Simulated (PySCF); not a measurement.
Method: PBE-D3(BJ)/def2-TZVP // PBE0-D3(BJ)/def2-SVP in PySCF 2.14.0. Isolated molecules, 0 K electronic values unless said otherwise. 

Reference species (SMILES): `[SiH3]c1cc2c(Cl)cccc2s1` (neutral, multiplicity 1).

```
Item                       Value
----------------------  --------
S1 oscillator strength     0.081
HOMO                    -5.60 eV
```

Changed species: `c1c2c(cc(Cl)cc2)sc1[SiH3]`.

### Question
What does the change do to the S1 oscillator strength and HOMO?

### Answer
the S1 oscillator strength is nearly the same; the HOMO drops by 0.04 eV, to -5.64 eV.
